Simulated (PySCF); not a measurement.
A structure optimised at PBE0-D3(BJ)/def2-SVP, used in a PySCF frequency run:

```
C
H 1 1.1087
O 1 1.4090 2 111.13
H 3 0.9626 1 108.32 2 71.57
C 1 1.5286 2 109.76 3 -117.47
H 5 1.1015 1 109.21 2 78.17
H 5 1.1059 6 108.30 1 119.52
O 5 1.4116 6 109.60 7 120.25
C 1 1.5350 2 111.99 3 123.98
H 9 1.1010 1 112.01 2 -75.26
H 9 1.1029 10 107.45 1 -122.04
Si 8 1.6808 5 112.66 6 138.08
H 12 1.4913 8 112.56 5 -113.99
H 12 1.4922 13 108.46 8 122.95
```

Problem. Write its SMILES and formula.

Solution. O[C@H]1CO[SiH2]C1, C3H8O2Si

Problem. What are its rotational constants (standard atomic weights)?

Solution. 4.3859, 2.8156, 2.2865 GHz
